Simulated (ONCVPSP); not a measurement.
## Reading a pseudo-wave (oxygen)

Columns: radius, all-electron u(r) and pseudo u(r) of the 2s shell (level -27.34 eV) of oxygen in the configuration [He] 2s2 2p3.75; LDA (Perdew-Zunger), scalar-relativistic, ONCV scheme, ONCVPSP 4.0.1.

| r (bohr) | all-electron | pseudo |
| --- | --- | --- |
| 0.082 | -0.4146 | 0.0934 |
| 0.165 | -0.3438 | 0.1913 |
| 0.248 | -0.0981 | 0.2977 |
| 0.330 | 0.1767 | 0.4130 |
| 0.413 | 0.4273 | 0.5349 |
| 0.495 | 0.6268 | 0.6516 |
| 0.578 | 0.7758 | 0.7597 |
| 0.660 | 0.8751 | 0.8514 |
| 0.742 | 0.9343 | 0.9199 |
| 0.825 | 0.9611 | 0.9570 |
| 0.908 | 0.9624 | 0.9621 |
| 0.990 | 0.9449 | 0.9449 |
| 1.072 | 0.9141 | 0.9141 |
| 1.155 | 0.8735 | 0.8735 |
| 1.238 | 0.8269 | 0.8269 |
| 1.320 | 0.7775 | 0.7775 |
| 1.402 | 0.7267 | 0.7267 |
| 1.485 | 0.6751 | 0.6751 |
| 1.568 | 0.6244 | 0.6244 |
| 1.650 | 0.5760 | 0.5760 |
| 1.733 | 0.5292 | 0.5292 |
| 1.815 | 0.4853 | 0.4853 |
| 1.898 | 0.4436 | 0.4436 |
| 1.980 | 0.4051 | 0.4051 |
| 2.062 | 0.3692 | 0.3692 |
| 2.145 | 0.3356 | 0.3356 |

How many radial nodes do the two functions have?

The all-electron 2s function has n − l − 1 = 1; the pseudo-wave has 0, since the states of the same l below it are removed with the core.

At about which radius was the pseudo-wave matched?

0.98 bohr, where the columns begin to agree (steps of 0.08 bohr).

Where does each function peak?

Outermost all-electron maximum near 0.91 bohr, pseudo maximum near 0.91 bohr (to the table’s step).

Is the pseudo-wave norm-conserving?

Yes: the ONCV scheme keeps the norm inside the radius equal to the all-electron one, which fixes the energy derivative of the logarithmic derivative at the level.
